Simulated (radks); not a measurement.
Spherical quantum dot in the effective-mass picture: electrons in a hard-walled sphere of radius 8.37, with a point charge +1 (a donor) at the centre, all in effective atomic units (hartree* = m*/eps^2 hartree, bohr* = eps/m* bohr), one dielectric constant everywhere. Calculated with a radial shooting solver with Libxc functionals: non-relativistic Kohn-Sham, LDA (Slater exchange, Perdew-Wang correlation), spin-polarised, spherical densities. Levels are named by radial order and angular momentum (1s, 1p, 1d, 2s, ...), and open shells are averaged over m.

N = 37, configuration 1s2 1p6 1d10 2s(up 1, down 0) 1f14 1g(up 4, down 0). This is the lowest configuration that the search found. Occupied and some empty levels:

| level | occupation | eigenvalue (hartree*) | <r> (bohr*) |
|---|---|---|---|
| 1s up | 1 | 5.1015 | 6.453 |
| 1s down | 1 | 5.1159 | 6.478 |
| 1p up | 3 | 5.1277 | 6.536 |
| 1p down | 3 | 5.1417 | 6.530 |
| 1d up | 5 | 5.1773 | 6.593 |
| 1d down | 5 | 5.1914 | 6.587 |
| 1f up | 7 | 5.2496 | 6.653 |
| 1f down | 7 | 5.2638 | 6.648 |
| 2s up | 1 | 5.2694 | 1.710 |
| 1g up | 4 | 5.3436 | 6.712 |
| 1g down | 0 | 5.3580 | 6.708 |
| 2s down | 0 | 5.4127 | 2.336 |
| 1h up | 0 | 5.4583 | 6.769 |
| 1h down | 0 | 5.4729 | 6.766 |
| 2p up | 0 | 5.5911 | 4.135 |
| 3s up | 0 | 5.6124 | 4.309 |
| 2p down | 0 | 5.6126 | 4.302 |
| 3s down | 0 | 5.6692 | 4.027 |
| 2d up | 0 | 5.7361 | 4.786 |
| 2d down | 0 | 5.7479 | 4.824 |

Energy (hartree*): total 97.7955, kinetic 15.418, external -6.4972, Hartree 98.114, exchange-correlation -9.2395.
